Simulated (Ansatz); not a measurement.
Geometry optimisation of C2H6BClO.

```yaml
crystal:
  periodic: [false, false, false]
  atoms:
    - {symbol: B, position_ang: [-0.915981, 1.124131, -0.533456]}
    - {symbol: C, position_ang: [-0.204956, -0.246159, -0.196336]}
    - {symbol: C, position_ang: [0.718951, -0.456292, 0.960609]}
    - {symbol: O, position_ang: [-0.453058, -1.299320, -0.948363]}
    - {symbol: Cl, position_ang: [0.812805, 1.476607, -1.414295]}
    - {symbol: H, position_ang: [-1.050645, 1.879516, 0.416458]}
    - {symbol: H, position_ang: [-1.808609, 1.055034, -1.358640]}
    - {symbol: H, position_ang: [1.121623, 0.502234, 1.329538]}
    - {symbol: H, position_ang: [1.558134, -1.147463, 0.726715]}
    - {symbol: H, position_ang: [0.116699, -0.913370, 1.778488]}
    - {symbol: H, position_ang: [0.170436, -2.031919, -0.740217]}
basis:
  gaussian: {orbitals: def2-TZVP}
hamiltonian: {xc: pbe0, dispersion: d4}
relax: {f_tol: 0.005, max_steps: 150}
```

```sh
$ ansatz run in.yaml --threads 4 --pin off --events-out ev --progress --plain --max-ram 10444MiB
```

It prints (some lines left out):

```
Functional definition: PBE0
mean field -17409.99324341 eV, -639.8054507781 hartree, gradient 1.9e-5 eV, S^2 0.000000; 0 other end points of the search recorded, 0 dependent functions left out
relax step   1: F+E_penalty+E_count = -17410.18756535 eV  Δ(F+E_penalty+E_count) = +0.000e0 eV  max|allowed force component| = 6.740e-1 eV/Å  Δτ_max = 0.0000 Å  (30 SCF iters, accepted)
mean field -17410.03274153 eV, -639.8069023074 hartree, gradient 1.3e-5 eV, S^2 0.000000; 0 other end points of the search recorded, 0 dependent functions left out
relax step   2: F+E_penalty+E_count = -17410.22790188 eV  Δ(F+E_penalty+E_count) = -4.034e-2 eV  max|allowed force component| = 2.785e-1 eV/Å  Δτ_max = 0.0236 Å  (34 SCF iters, accepted)
mean field -17410.03674465 eV, -639.8070494192 hartree, gradient 1.3e-5 eV, S^2 0.000000; 0 other end points of the search recorded, 0 dependent functions left out
relax step   3: F+E_penalty+E_count = -17410.23198037 eV  Δ(F+E_penalty+E_count) = -4.078e-3 eV  max|allowed force component| = 1.665e-1 eV/Å  Δτ_max = 0.0180 Å  (32 SCF iters, accepted)
mean field -17410.03767251 eV, -639.8070835172 hartree, gradient 1.3e-5 eV, S^2 0.000000; 0 other end points of the search recorded, 0 dependent functions left out
relax step   4: F+E_penalty+E_count = -17410.23303463 eV  Δ(F+E_penalty+E_count) = -1.054e-3 eV  max|allowed force component| = 3.234e-2 eV/Å  Δτ_max = 0.0089 Å  (33 SCF iters, accepted)
mean field -17410.03778798 eV, -639.8070877607 hartree, gradient 1.3e-5 eV, S^2 0.000000; 0 other end points of the search recorded, 0 dependent functions left out
relax step   5: F+E_penalty+E_count = -17410.23313098 eV  Δ(F+E_penalty+E_count) = -9.636e-5 eV  max|allowed force component| = 2.067e-2 eV/Å  Δτ_max = 0.0017 Å  (34 SCF iters, accepted)
mean field -17410.03788249 eV, -639.8070912339 hartree, gradient 1.3e-5 eV, S^2 0.000000; 0 other end points of the search recorded, 0 dependent functions left out
relax step   6: F+E_penalty+E_count = -17410.23319812 eV  Δ(F+E_penalty+E_count) = -6.714e-5 eV  max|allowed force component| = 8.497e-3 eV/Å  Δτ_max = 0.0031 Å  (34 SCF iters, accepted)
mean field -17410.03791493 eV, -639.8070924261 hartree, gradient 1.3e-5 eV, S^2 0.000000; 0 other end points of the search recorded, 0 dependent functions left out
relax step   7: F+E_penalty+E_count = -17410.23320815 eV  Δ(F+E_penalty+E_count) = -1.003e-5 eV  max|allowed force component| = 4.697e-3 eV/Å  Δτ_max = 0.0022 Å  (34 SCF iters, accepted)
mean field -17410.03791493 eV, -639.8070924261 hartree, gradient 1.3e-5 eV, S^2 0.000000; 1 other end points of the search recorded, 0 dependent functions left out
Total energy: -17410.23323951 eV, -639.8142704721 hartree
Atom 0 at    -0.904701     1.113669    -0.526458 Å, force     0.000070     0.001370    -0.003220 eV/Å
Atom 1 at    -0.205546    -0.250378    -0.192079 Å, force    -0.001525    -0.004697     0.001693 eV/Å
Atom 2 at     0.709320    -0.450293     0.957266 Å, force    -0.000121    -0.000623    -0.000131 eV/Å
Atom 3 at    -0.438751    -1.291303    -0.938808 Å, force     0.000526     0.002591     0.004255 eV/Å
Atom 4 at     0.795252     1.455808    -1.417870 Å, force     0.001285     0.002858    -0.001091 eV/Å
Atom 5 at    -1.015788     1.855365     0.410538 Å, force     0.000327    -0.001434     0.000187 eV/Å
Atom 6 at    -1.790423     1.056105    -1.328833 Å, force     0.001181    -0.000724     0.001595 eV/Å
Atom 7 at     1.089676     0.500420     1.320410 Å, force    -0.001903    -0.000816    -0.000483 eV/Å
Atom 8 at     1.542493    -1.121401     0.725583 Å, force    -0.001140    -0.000104    -0.000940 eV/Å
Atom 9 at     0.110347    -0.908166     1.754824 Å, force     0.000941     0.001486    -0.000644 eV/Å
Atom 10 at     0.173520    -2.016826    -0.744072 Å, force     0.000361     0.000093    -0.001221 eV/Å
Dipole moment:     0.340213    -0.959013     0.547231 e Å
```

Hardware: 4 threads of an Arm Neoverse V2 on a shared host. Wall time 20 s, peak host memory 0.49 GiB.
